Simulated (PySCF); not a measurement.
Compound: C₂H₈F₃NSi₂.
SMILES with atom numbers: `[F:1][C:2]([F:3])([F:4])[CH2:5][NH:6][SiH2:7][SiH3:8]` (hydrogens: H9, H10 on C5; H11 on N6; H12, H13 on Si7; H14, H15, H16 on Si8)

Structure used (PBE0-D3(BJ)/def2-SVP), in Å, numbered top down from 1:
```xyz
16
C2H8F3NSi2 angstrom
F      3.7103    0.2713    0.5999
C      2.4874   -0.2053    0.3538
F      2.4113   -0.4807   -0.9526
F      2.3595   -1.3611    1.0142
C      1.4208    0.7870    0.7714
N      0.0840    0.3171    0.5632
Si    -0.7959    0.4328   -0.9414
Si    -3.0739    0.3787   -0.3871
H      1.6072    1.0326    1.8304
H      1.5992    1.7081    0.1934
H     -0.1973   -0.4006    1.2227
H     -0.5036   -0.6329   -1.9564
H     -0.4058    1.7429   -1.5483
H     -3.9271    0.2753   -1.6112
H     -3.4564    1.6073    0.3746
H     -3.3437   -0.8124    0.4801
```

Method: TDDFT wB97X-D/def2-SVPD, vertical, gas phase, core orbitals frozen in the response (PySCF 2.14.0, density-fitted response routines).

Ground-to-excited transition dipoles (e·a0, same axes as the geometry; the sign carries no meaning), for the states with f of 0.002 or more among the lowest 7:

```csv
state,E (eV),μx,μy,μz
S1,6.096,-0.033,0.128,-0.029
S2,6.901,0.103,-0.176,-0.215
S3,7.133,-0.204,-0.089,0.046
S4,7.453,-0.360,-0.038,-0.226
S5,7.466,0.544,0.082,-0.408
S6,7.721,-0.486,0.359,0.266
S7,7.814,0.390,-0.045,-0.038
```

(1) Work out the oscillator strengths.

(2) Which bond between heavy atoms lies closest to the direction of the S5 transition dipole?

(3) What angle do the transition dipoles of S2 and S5 make?

Results:

(1) f = (2/3) ΔE |μ|² with ΔE in hartree (27.2114 eV).

```
state  |μ|² (au)  |μ| (D)      f
   S1      0.018     0.34  0.003
   S2      0.088     0.75  0.015
   S3      0.052     0.58  0.009
   S4      0.182     1.09  0.033
   S5      0.470     1.74  0.086
   S6      0.436     1.68  0.082
   S7      0.155     1.00  0.030
```

(2) Si7–Si8, at 24° from it; next C5–N6 at 46°.

(3) |cos θ| = |μa·μb| / (|μa| |μb|) = 0.64, so θ ≈ 50° (taken between 0 and 90°, since the signs are arbitrary).

The vertical ionisation energy (ΔSCF) is 9.33 eV, 1.52 eV above S7.

One conformer stands for the species.
